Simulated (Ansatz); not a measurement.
`BCBCl` + H₂ → BH₃ + `CBCl` at 298.15 K and 1 bar (hydrogenolysis of a B–C bond).

Program: Ansatz. Geometries: PBE0-D4/def2-TZVP. ΔE: electronic, gas phase. CCSD(T)/CBS adds triple-zeta CCSD(T) − MP2 to the extrapolated MP2 energy (def2 sets, frozen cores). This one scheme is used for every species. One conformer a species, not always the lowest.

```json
{"species": "`BCBCl`", "CCSD(T)/CBS energy (Eh)": "-550.44841", "H − E (kJ/mol)": "178.2", "S (J/(mol·K))": "316.1"}
{"species": "H₂", "CCSD(T)/CBS energy (Eh)": "-1.17544", "H − E (kJ/mol)": "35.1", "S (J/(mol·K))": "130.4"}
{"species": "BH₃", "CCSD(T)/CBS energy (Eh)": "-26.55200", "H − E (kJ/mol)": "78.7", "S (J/(mol·K))": "188.3"}
{"species": "`CBCl`", "CCSD(T)/CBS energy (Eh)": "-525.07110", "H − E (kJ/mol)": "144.9", "S (J/(mol·K))": "287.1"}
```

H − E and S are ideal-gas, rigid-rotor, harmonic terms from PBE0-D4/def2-TZVP, for one conformer and one mirror image of each species. The MP2-based limit puts H₂ 0.8 mEh under its directly extrapolated value; such offsets cancel only in part. 1 Eh = 2625.50 kJ/mol, R = 8.31446 J/(mol·K).

**Question.** By hand: ΔE, ΔH, ΔS and ΔG.

**Answer.** ΔE = (-26.55200) + (-525.07110) − (-550.44841) − (-1.17544) = 0.00075 Eh = 2.0 kJ/mol. Δ(H − E) = 78.7 + 144.9 − 178.2 − 35.1 = 10.3, so ΔH = 12.3 kJ/mol. ΔS = 188.3 + 287.1 − 316.1 − 130.4 = 28.9 J/(mol·K). ΔG = 12.3 − 298.15 × (28.9)/1000 = 3.7 kJ/mol.

**Question.** By hand: the equilibrium constant, and the temperature at which ΔG would vanish if ΔH and ΔS stayed fixed.

**Answer.** log₁₀ K = −ΔG/(RT ln 10) = -0.6. ΔG = 0 at ΔH/ΔS = 426 K.

TΔS isn't small against ΔH here. The sign of ΔG lies within the doubt. A doubt of 5 kJ/mol in ΔE shifts log₁₀ K by 0.9 here. Other conformers and mirror images would add mixing entropy, several J/(mol·K) or more a flexible species. Modes under 60 cm⁻¹, often nearly free rotors, make the harmonic entropy too high. These are equilibria of isolated gas molecules and say nothing of rates. Largest T1 diagnostic: 0.012 (customary marks: 0.02 for closed shells, 0.045 for open ones).
